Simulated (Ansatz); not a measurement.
F2Mn (SMILES [F][Mn][F]), sextet, geometry from GFN2-xTB (such geometries of metal compounds can be far from the true shape); PBE-D3BJATM/3-21G run with Ansatz (an electronic-structure program).

Input for Ansatz:
Ansatz 0.2 input:
```yaml
crystal:
  periodic: [false, false, false]
  atoms:
    - {symbol: Mn, position_ang: [0.00978932, 0.00026683, -0.00171777]}
    - {symbol: F, position_ang: [-0.24180904, 1.28198867, -1.09896899]}
    - {symbol: F, position_ang: [0.21461649, -1.28272985, 1.10374058]}
basis:
  gaussian:
    orbitals: 3-21G.json
hamiltonian:
  xc: pbe
  dispersion: d3bjatm
magnetization: {spin_polarized: true, initial_magnetization: 5}
```
The basis file holds 3-21G in the JSON format of the Basis Set Exchange.

Task: Predict the main parts of the log of this Ansatz run.

Result: 
```
Functional definition: PBE
519 factors; their error is unknown
mean field evaluation 1: about -36561.2381 eV, gradient 3.4e1 eV
mean field evaluation 2: about -36526.5845 eV, gradient 1.1e2 eV
mean field evaluation 4: about -36564.4258 eV, gradient 4.9e0 eV
mean field evaluation 8: about -36564.4913 eV, gradient 5.7e-2 eV
mean field evaluation 16: about -36564.4913 eV, gradient 1.4e-5 eV
mean field -36564.49128912 eV, -1343.7202705729 hartree, gradient 1.4e-5 eV, S^2 8.759785; 0 other end points of the search recorded, 0 dependent functions left out
reference -36564.49133306 eV, -1343.7202721877 hartree; 24, 19 occupied and 23, 28 virtual orbitals, 519 factors
Total energy: -36564.51520637 eV, -1343.7211495153 hartree
```
